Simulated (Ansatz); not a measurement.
`C[SiH2][NH][AlH2]` + `S[SiH](Cl)Cl` → `C[SiH2]S[SiH](Cl)Cl` + `[NH2][AlH2]`  (ligand exchange at the Si–N bond)

Isolated molecules relaxed with PBE0-D4/def2-TZVP in Ansatz; ΔE leaves out vibrations. CBS: MP2 limit from def2 TZ/QZ plus the TZ coupled-cluster correction, frozen cores. This one scheme is used for every species. Functionals use def2-TZVPP. B3LYP here is the variant with VWN-RPA as its local correlation; programs differ in this. Each species was taken in one conformer, which may not be the lowest.

```tsv
level	ΔE (kcal/mol)	difference from CCSD(T)/CBS
r2SCAN-D4	-4.6	-0.7
PBE0-D4	-5.6	-1.7
B3LYP-D4	-4.4	-0.5
ωB97X-V	-3.9	0.0
PBE	-4.3	-0.4
r2SCAN	-4.0	-0.1
B3LYP	-1.5	2.4
HF/def2-TZVPP	0.5	4.4
MP2/def2-TZVPP	-4.3	-0.4
SCS-MP2/def2-TZVPP	-2.8	1.1
CCSD/def2-TZVPP	-2.1	1.8
CCSD(T)/def2-TZVPP	-2.9	1.0
HF/def2-QZVPP	0.8	4.7
MP2/def2-QZVPP	-4.8	-0.9
SCS-MP2/def2-QZVPP	-3.3	0.6
HF/CBS(def2)	0.8	4.7
CCSD(T)/CBS	-3.9	0
```

Largest T1 diagnostic among the species: 0.011.

The D4 term adds −2.9 kcal/mol with B3LYP and −1.7 kcal/mol with PBE0; it sums over pairs of atoms, weighted by their polarisabilities, and B3LYP, whose exchange is more repulsive, gets the larger term. In def2-TZVPP, CCSD(T) changes the Hartree–Fock value by −3.4 kcal/mol (the triples alone add −0.8 kcal/mol) and MP2 by −4.8 kcal/mol.
